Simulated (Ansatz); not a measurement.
`[F][SnH2][SH]` + PH₃ → `[PH2][SnH2][SH]` + H–F at 298.15 K and 1 bar (ligand exchange at the Sn–F bond).

Program: Ansatz. Geometries: PBE0-D4/def2-TZVP. ΔE: electronic, gas phase. CCSD(T)/CBS is the MP2 limit (def2-TZVPP, def2-QZVPP) plus CCSD(T) − MP2 in def2-TZVPP, frozen cores. This one scheme is used for every species. Elements past krypton have def2 core potentials. For Sn outer-core shells are correlated without core-valence functions, which leaves a few kJ/mol of doubt a bond. One conformer a species, not always the lowest.

```csv
species,CCSD(T)/CBS energy (Eh),H − E (kJ/mol),S (J/(mol·K))
`[F][SnH2][SH]`,-713.44162,82.2,322.4
PH₃,-342.72256,73.1,210.2
`[PH2][SnH2][SH]`,-955.76196,126.4,365.3
H–F,-100.39570,33.5,173.6
```

H − E and S are ideal-gas, rigid-rotor, harmonic terms from PBE0-D4/def2-TZVP, for one conformer and one mirror image of each species. 1 Eh = 2625.50 kJ/mol, R = 8.31446 J/(mol·K).

**Question.** By hand: ΔE, ΔH, ΔS and ΔG.

**Answer.** ΔE = (-955.76196) + (-100.39570) − (-713.44162) − (-342.72256) = 0.00652 Eh = 17.1 kJ/mol. Δ(H − E) = 126.4 + 33.5 − 82.2 − 73.1 = 4.6, so ΔH = 21.7 kJ/mol. ΔS = 365.3 + 173.6 − 322.4 − 210.2 = 6.3 J/(mol·K). ΔG = 21.7 − 298.15 × (6.3)/1000 = 19.8 kJ/mol.

**Question.** By hand: the equilibrium constant, and the temperature at which ΔG would vanish if ΔH and ΔS stayed fixed.

**Answer.** log₁₀ K = −ΔG/(RT ln 10) = -3.5. ΔG = 0 at ΔH/ΔS = 3444 K, far beyond where these terms or the molecules hold.

The number of gas molecules stays the same, so ΔS is small and ΔH decides. A doubt of 5 kJ/mol in ΔE shifts log₁₀ K by 0.9 here. Other conformers and mirror images would add mixing entropy, several J/(mol·K) or more a flexible species. Modes under 60 cm⁻¹, often nearly free rotors, make the harmonic entropy too high. These are equilibria of isolated gas molecules and say nothing of rates. Largest T1 diagnostic: 0.013 (customary marks: 0.02 for closed shells, 0.045 for open ones).
